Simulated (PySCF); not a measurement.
# Fractional electron number in Zn²⁺ (zinc, charge +2)

The 3d beta orbital of [Ar] 3d10 is emptied in steps (occupation f), with all orbitals relaxed, ending at [Ar] 3d9. All numbers are calculated (PySCF 2.14, no relativity, point nucleus, in aug-pcseg-2). The exact energy is a straight line in f; departures are measured from the line between the end points of the same method.

```
   f  UHF (eV)  LDA (eV)  PBE (eV)
   1     0.000     0.000     0.000
0.75     0.803    -1.820    -1.769
 0.5     1.026    -2.452    -2.381
0.25     0.738    -1.858    -1.802
   0     0.000     0.000     0.000
```

```
method  E(f=0) − E(f=1) (eV)  −ε at f=1 (eV)  −ε at f=0.5 (eV)
   UHF                37.189          41.661            37.017
   LDA                41.051          31.454            40.951
   PBE                40.407          31.074            40.318
```

Orbital energy along the path (eV):

```
   f      UHF      LDA      PBE
   1  -41.661  -31.454  -31.074
0.75  -39.191  -36.118  -35.619
 0.5  -37.017  -40.951  -40.318
0.25  -35.100  -45.934  -45.151
   0  -33.409  -51.049  -50.097
```

Reference removal energy between the ground levels: 39.723 eV (measured; NIST Atomic Spectra Database, ionization energies). The calculation has no spin-orbit coupling. UHF lacks correlation.
